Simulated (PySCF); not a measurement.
ClCs, singlet, geometry from GFN2-xTB (such geometries of metal compounds can be far from the true shape) (all electrons, no relativity), with bond 2-1 at 1.3 times its length; PBE/3-21G in PySCF.

PySCF was given this input:
```python
from pyscf import gto, scf, dft

mol = gto.Mole()
mol.atom = '''
    Cs   -0.00000000   -0.00000000   -0.68024263
    Cl    0.00000000    0.00000000    3.06509328
'''
mol.basis = '3-21g'
mol.verbose = 4
mol.build()

mf = dft.RKS(mol)
mf.xc = 'pbe'
mf.kernel()
```

Q: Write the output that PySCF gives for this input, abridged.

A: 
```
PySCF version 2.14.0

[INPUT] verbose = 4
[INPUT] num. atoms = 2
[INPUT] num. electrons = 72
[INPUT] charge = 0
[INPUT] spin (= nelec alpha-beta = 2S) = 0
[INPUT] symmetry False subgroup None
[INPUT] Mole.unit = angstrom
[INPUT] Symbol           X                Y                Z      unit          X                Y                Z       unit  Magmom
[INPUT]  1 Cs     0.000000000000   0.000000000000  -0.680242630000 AA    0.000000000000   0.000000000000  -1.285472268954 Bohr   0.0
[INPUT]  2 Cl     0.000000000000   0.000000000000   3.065093280000 AA    0.000000000000   0.000000000000   5.792186845445 Bohr   0.0

nuclear repulsion = 132.105825511977
number of shells = 22
number of NR pGTOs = 111
number of NR cGTOs = 48
basis = 3-21g
ecp = {}

******** <class 'pyscf.dft.rks.RKS'> ********
method = RKS
initial guess = minao
damping factor = 0
level_shift factor = 0
DIIS = <class 'pyscf.scf.diis.CDIIS'>
diis_start_cycle = 1
diis_space = 8
diis_damp = 0
SCF conv_tol = 1e-09
SCF conv_tol_grad = None
SCF max_cycles = 50
direct_scf = True
direct_scf_tol = 1e-13
XC library pyscf.dft.libxc version 7.1.2
    S. Lehtola, C. Steigemann, M. J. T. Oliveira, and M. A. L. Marques,  SoftwareX 7, 1–5 (2018)
XC functionals = pbe
    J. P. Perdew, K. Burke, and M. Ernzerhof,  Phys. Rev. Lett. 77, 3865 (1996)
    J. P. Perdew, K. Burke, and M. Ernzerhof,  Phys. Rev. Lett. 78, 1396 (1997)
    J. P. Perdew, K. Burke, and M. Ernzerhof,  Phys. Rev. Lett. 77, 3865 (1996)
    J. P. Perdew, K. Burke, and M. Ernzerhof,  Phys. Rev. Lett. 78, 1396 (1997)
radial grids:
    Treutler-Ahlrichs [JCP 102, 346 (1995); DOI:10.1063/1.469408] (M4) radial grids

becke partition: Becke, JCP 88, 2547 (1988); DOI:10.1063/1.454033
pruning grids: <function nwchem_prune>
grids dens level: 3
symmetrized grids: False
atomic radii adjust function: <function treutler_atomic_radii_adjust>
small_rho_cutoff = 0
Set gradient conv threshold to 3.16228e-05
Initial guess from minao.
tot grids = 42592
init E= -7969.15790079737
  HOMO = -0.349215962682386  LUMO = -0.0919459969003704  gap/eV = 7.00067
cycle= 1 E= -7989.97332691208  delta_E= -20.8  |g|= 0.427  |ddm|= 1.25

WARN: HOMO 0.0147113722431321 == LUMO 0.0147113722431422

cycle= 2 E= -7989.01965350219  delta_E= 0.954  |g|= 1.12  |ddm|= 3.09
  HOMO = -0.197330772804716  LUMO = -0.0569364621590089  gap/eV = 3.82032
cycle= 3 E= -7990.01998169295  delta_E=   -1  |g|= 0.171  |ddm|= 2.93
  HOMO = -0.116964112888634  LUMO = -0.0636029680971675  gap/eV = 1.45203
cycle= 4 E= -7990.03212349216  delta_E= -0.0121  |g|= 0.0367  |ddm|= 0.364
  HOMO = -0.0925740953792128  LUMO = -0.0666128874638321  gap/eV = 0.70644
cycle= 5 E= -7990.03178199216  delta_E= 0.000342  |g|= 0.0432  |ddm|= 0.273
  HOMO = -0.102113068309966  LUMO = -0.067727891096699  gap/eV = 0.93567
cycle= 6 E= -7990.03295605746  delta_E= -0.00117  |g|= 0.000895  |ddm|= 0.145
  HOMO = -0.101982342652195  LUMO = -0.0684121794358044  gap/eV = 0.91349
cycle= 7 E= -7990.03295644615  delta_E= -3.89e-07  |g|= 0.00123  |ddm|= 0.0102
  HOMO = -0.102341153008651  LUMO = -0.0685078161823365  gap/eV = 0.92065
cycle= 8 E= -7990.03295732273  delta_E= -8.77e-07  |g|= 4.57e-06  |ddm|= 0.0039
  HOMO = -0.102341406511897  LUMO = -0.0685037616391002  gap/eV = 0.92077
cycle= 9 E= -7990.03295732275  delta_E= -2e-11  |g|= 1.37e-06  |ddm|= 2.87e-05
  HOMO = -0.102342245841524  LUMO = -0.0685038343151418  gap/eV = 0.92079
Extra cycle  E= -7990.03295732273  delta_E= 1.46e-11  |g|= 3.1e-06  |ddm|= 1.2e-05
converged SCF energy = -7990.03295732273
```
